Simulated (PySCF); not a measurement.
ClF3HNW, multiplicity 1. Atoms are numbered in the order given.

```xyz
7

W     -0.1762     0.0379     0.0000
N     -0.4528     1.7293     0.0000
H     -0.6171     2.7314     0.0000
F     -0.1428    -0.4138    -1.8195
F     -1.8639    -0.7875     0.0000
F     -0.1428    -0.4138     1.8195
Cl     2.1275    -0.1828     0.0000
```

Coordinates come from a B3LYP-D3(BJ)/def2-SVP optimisation. The spin state was assumed, not searched. The structure was generated by enumeration; whether it is a known compound was not checked. The def2 effective core potentials stand for the cores of W; spin–orbit coupling is left out.

Method: PySCF with PBE/def2-TZVP.

Gas-phase values at a fixed geometry.

Q: Estimate the frontier levels, gap, dipole moment and polarisability. (The exact figures need the calculation; the answer reports its results.)

A: 
The highest occupied level is -8.02 eV and the lowest empty level comes out as -4.50 eV. The orbital gap is 3.51 eV and the dipole moment comes out as 2.46 D. The quadrupole, principal values (traceless, Buckingham form, about the centre of nuclear charge) is -7.94, -6.24, 14.18 D·Å and the mean static polarisability is 61.8 bohr³ (9.16 Å³). The polarisability, principal values comes out as 52.7, 58.1, 74.5 bohr³.
